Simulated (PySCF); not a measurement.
**B⁺ (boron, charge +1) across methods**

[He] 2s1 3d1, high-spin 3D determinant (an excited configuration). All numbers are calculated (PySCF 2.14, scalar relativity by spin-free X2C-1e, in aug-cc-pVQZ-DK). The B2PLYP total includes its PT2 part (frozen core); its orbital energies are those of the SCF part.

```
 method  E (hartree)  mean ε 1s β (eV)  mean ε 2s α (eV)  mean ε 3d α (eV)  Σ⟨r²⟩ (bohr²)   ⟨S²⟩
    PBE     -23.6583           -203.59           -26.070            -5.165          27.24  2.000
LC-wPBE     -23.6479           -209.78           -30.624            -6.672          28.03  2.000
 B2PLYP     -23.6704           -219.43           -28.969            -5.700          28.98  2.000
    M06     -23.6980           -211.37           -27.157            -5.432          28.13  2.000
 r2SCAN     -23.6814           -206.96           -26.462            -5.050          28.02  2.000
    UHF    -23.61198           -232.43           -31.506            -6.249          30.05  2.000
    LDA     -23.3993           -201.70           -25.922            -5.004          27.65  2.000
   PW91     -23.6787           -203.90           -26.115            -5.170          27.13  2.000
```

**Question.** Estimate the same row for PBE0.

**Answer.** E (hartree) = -23.6614; mean ε 1s β (eV) = -211.01; mean ε 2s α (eV) = -27.532; mean ε 3d α (eV) = -5.513; Σ⟨r²⟩ (bohr²) = 27.93; ⟨S²⟩ = 2.000.

The outer electron is Rydberg-like, and this basis confines it to a smaller radius and binds it less than a complete one would.
